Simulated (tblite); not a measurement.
Compound: C4H6BCl.
SMILES with atom numbers: `[BH2:1][CH2:2][C:3]#[C:4][CH2:5][Cl:6]` (hydrogens: H7, H8 on B1; H9, H10 on C2; H11, H12 on C5)

Computed with GFN2-xTB (tblite), gas phase: L-BFGS steps from a force-field or distance-geometry start until the largest atomic force falls under 0.01 eV/Å.

Geometry at step 4:
```
atom  x, y, z in Å
B1     -2.2343    0.3897    0.9737
C2     -1.3697   -0.8190    0.4746
C3     -0.0350   -0.4034    0.0988
C4      1.0459    0.0419   -0.1565
C5      2.3511    0.5355   -0.4943
Cl6     3.4694   -0.8323   -0.9431
H7     -1.8263    1.4490    0.7307
H8     -3.3249    0.2598    1.3527
H9     -1.9244   -1.1724   -0.4150
H10    -1.3013   -1.6798    1.1434
H11     2.3321    1.1787   -1.3712
H12     2.8184    1.0516    0.3449
```

Problem. What forces act on the atoms?

Solution. 
```json
{"atom": "B1", "Fx (eV/Å)": "-0.104", "Fy (eV/Å)": "0.047", "Fz (eV/Å)": "-0.313"}
{"atom": "C2", "Fx (eV/Å)": "-0.036", "Fy (eV/Å)": "-0.043", "Fz (eV/Å)": "-0.110"}
{"atom": "C3", "Fx (eV/Å)": "-0.390", "Fy (eV/Å)": "-0.301", "Fz (eV/Å)": "0.045"}
{"atom": "C4", "Fx (eV/Å)": "0.370", "Fy (eV/Å)": "0.190", "Fz (eV/Å)": "-0.122"}
{"atom": "C5", "Fx (eV/Å)": "0.231", "Fy (eV/Å)": "-0.194", "Fz (eV/Å)": "-0.067"}
{"atom": "Cl6", "Fx (eV/Å)": "-0.098", "Fy (eV/Å)": "0.086", "Fz (eV/Å)": "0.089"}
{"atom": "H7", "Fx (eV/Å)": "0.008", "Fy (eV/Å)": "0.296", "Fz (eV/Å)": "0.149"}
{"atom": "H8", "Fx (eV/Å)": "-0.066", "Fy (eV/Å)": "-0.160", "Fz (eV/Å)": "0.205"}
{"atom": "H9", "Fx (eV/Å)": "0.255", "Fy (eV/Å)": "-0.002", "Fz (eV/Å)": "0.106"}
{"atom": "H10", "Fx (eV/Å)": "-0.073", "Fy (eV/Å)": "0.028", "Fz (eV/Å)": "0.040"}
{"atom": "H11", "Fx (eV/Å)": "-0.093", "Fy (eV/Å)": "0.088", "Fz (eV/Å)": "-0.048"}
{"atom": "H12", "Fx (eV/Å)": "-0.004", "Fy (eV/Å)": "-0.034", "Fz (eV/Å)": "0.024"}
```

The largest, 0.49 eV/Å, acts on C3; the rms over all components is 0.164 eV/Å. The forces sum to zero within rounding, as they must for an isolated molecule in no field.

Problem. Give the force on C3 in Eh/bohr and in nN.

Solution. 0.495 eV/Å ÷ 51.422 = 0.00962 Eh/bohr, and 0.495 eV/Å × 1.602 = 0.79 nN.

Problem. How far is this geometry from the end of the optimisation?

Solution. 0.067 eV above it, and 0.147 Å rms away after alignment. The bonds farthest from their final lengths, with half the difference of the two atoms' forces along the bond (positive lengthens):

```tsv
bond	now (Å)	final (Å)	force along bond (eV/Å)
C5–Cl6	1.823	1.810	-0.23
C2–H9	1.106	1.097	-0.17
B1–H8	1.162	1.169	+0.08
B1–H7	1.161	1.168	+0.08
B1–C2	1.568	1.572	+0.02
C3≡C4	1.197	1.200	+0.45
```

The angle farthest from its final value is B1–C2–H10, 116.6° against 110.1°.

What follows is the cost of the whole relaxation. On one thread of an Arm Neoverse V1, shared host with 32 logical CPUs at a one-minute load of 28, this took 0.28 s of wall time.
